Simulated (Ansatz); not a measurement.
Gas-phase electronic energies from Ansatz, PBE0-D4/def2-TZVP geometries. CBS: MP2 limit from def2 TZ/QZ plus the TZ coupled-cluster correction, frozen cores. DFT in def2-TZVPP. def2 core potentials past Kr. For In outer-core shells are correlated without core-valence functions, which leaves a few kJ/mol of doubt a bond. Each species was taken in one conformer, which may not be the lowest.

Reaction (redistribution): `F[SiH]([SiH3])Cl` + `C[CH2][InH][OH]` → `O[SiH2][SiH](F)Cl` + `C[CH2][InH2]`

`F[SiH]([SiH3])Cl`:

```xyz
8

F    -0.465    2.114   -0.627
Si   -0.900    0.663   -0.124
Si    0.972   -0.735   -0.017
Cl   -1.693    0.859    1.755
H    -1.989    0.199   -1.015
H     1.585   -0.870   -1.365
H     0.531   -2.071    0.462
H     1.959   -0.159    0.931
```

`C[CH2][InH][OH]`:

Cartesian coordinates in Å:
```
C -1.162 -1.296 0.170
C -0.018 -0.372 0.566
In 0.534 1.114 -0.899
O 2.044 2.309 -0.355
H -2.084 -0.743 -0.027
H -0.933 -1.867 -0.733
H -1.384 -2.021 0.961
H 0.891 -0.943 0.781
H -0.254 0.174 1.484
H -0.025 1.532 -2.464
H 2.392 2.113 0.517
```

`O[SiH2][SiH](F)Cl`:

Cartesian coordinates in Å:
```
O -1.786 -0.137 -0.955
Si -0.932 0.537 0.283
Si 1.186 -0.479 0.365
F 2.236 0.422 1.164
Cl 1.810 -0.596 -1.596
H -1.350 -0.189 -1.808
H -0.723 2.001 0.108
H -1.715 0.290 1.517
H 1.276 -1.849 0.922
```

`C[CH2][InH2]`:

Z-matrix (Å, degrees):
```
C
C 1 1.522
H 1 1.093 2 111.9
H 1 1.096 2 111.8 3 120.2
H 1 1.093 2 111.9 3 -119.7
In 2 2.165 1 115.5 3 59.9
H 2 1.095 1 111.0 3 -178.5
H 2 1.095 1 111.0 3 -61.7
H 6 1.734 2 119.9 1 0.1
H 6 1.732 2 120.8 1 -180.0
```

```json
{"level": "PBE-D4", "ΔE (kcal/mol)": "-6.1", "difference from CCSD(T)/CBS": "0.3"}
{"level": "r2SCAN-D4", "ΔE (kcal/mol)": "-7.6", "difference from CCSD(T)/CBS": "-1.2"}
{"level": "PBE0-D4", "ΔE (kcal/mol)": "-8.4", "difference from CCSD(T)/CBS": "-2.0"}
{"level": "ωB97X-V", "ΔE (kcal/mol)": "-8.3", "difference from CCSD(T)/CBS": "-1.9"}
{"level": "B2PLYP", "ΔE (kcal/mol)": "-7.2", "difference from CCSD(T)/CBS": "-0.8"}
{"level": "MP2/def2-TZVPP", "ΔE (kcal/mol)": "-7.3", "difference from CCSD(T)/CBS": "-0.9"}
{"level": "SCS-MP2/def2-TZVPP", "ΔE (kcal/mol)": "-7.5", "difference from CCSD(T)/CBS": "-1.1"}
{"level": "CCSD/def2-TZVPP", "ΔE (kcal/mol)": "-8.4", "difference from CCSD(T)/CBS": "-2.0"}
{"level": "MP2/def2-QZVPP", "ΔE (kcal/mol)": "-6.6", "difference from CCSD(T)/CBS": "-0.2"}
{"level": "HF/CBS(def2)", "ΔE (kcal/mol)": "-11.7", "difference from CCSD(T)/CBS": "-5.3"}
{"level": "CCSD(T)/CBS", "ΔE (kcal/mol)": "-6.4", "difference from CCSD(T)/CBS": "0"}
```

Largest T1 diagnostic among the species: 0.014.

The D4 term adds −0.7 kcal/mol with B3LYP and −0.4 kcal/mol with PBE0; it sums over pairs of atoms, weighted by their polarisabilities, and B3LYP, whose exchange is more repulsive, gets the larger term. In def2-TZVPP, CCSD(T) changes the Hartree–Fock value by +4.3 kcal/mol (the triples alone add +0.9 kcal/mol) and MP2 by +4.5 kcal/mol. From PBE to PBE0 (25 % exact exchange), in def2-TZVPP and without D4, ΔE moves by −2.4 kcal/mol.

B3LYP here is the variant with VWN-RPA as its local correlation; programs differ in this.
